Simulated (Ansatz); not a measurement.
# Abstraction of Cl: GeH2Cl2 + GaHCl → GeH2Cl + GaHCl2

Species: GeH2Cl2 (dichlorogermane) `[Cl][GeH2][Cl]`, singlet; GaHCl `[Cl][GaH]`, doublet; GeH2Cl `[Cl][GeH2]`, doublet; GaHCl2 `[Cl][GaH][Cl]`, singlet. A radical takes Cl: the energy is the difference in strength between the Ge–Cl bond broken and the Ga–Cl bond made.

Shapes, held fixed at every level: PBE0-D4/def2-TZVP. Programs: Ansatz 0.2.0. The zero-point and thermal change to 298 K, harmonic and unscaled (PBE0-D4/def2-TZVP), is -0.3 kJ/mol.

```
              level                   kind  ΔH(298 K) (kJ/mol)  less CCSD(T)/def2-TZVPP  CPU time (sum over the molecules)
     MP2/def2-TZVPP    perturbation theory               -27.5                     +0.4                                  –
      HF/def2-TZVPP           Hartree–Fock               -28.3                     -0.4                                  –
   SPW92/def2-TZVPP                    LDA               -23.2                     +4.7                              9.9 s
B3LYP-D4/def2-TZVPP          global hybrid               -23.0                     +4.9                               31 s
BHLYP-D4/def2-TZVPP          global hybrid               -25.8                     +2.1                               25 s
 PBE0-D4/def2-TZVPP          global hybrid               -24.2                     +3.7                               25 s
 CCSD(T)/def2-TZVPP  coupled cluster or CI               -27.9                      0.0                            1.9 min
```

The highest level, CCSD(T)/def2-TZVPP, gives ΔH(298 K) = -27.9 kJ/mol; the levels span -28.3 to -23.0. The column of differences is taken from that level and isn't an error. No measured value is set beside it here. Open shells run unrestricted. Relativity is left out for Ga, Ge. Outer-core shells of Ga, Ge are correlated, in sets that cover them unevenly. Times are processor times on shared x86 and Arm servers, and rough.
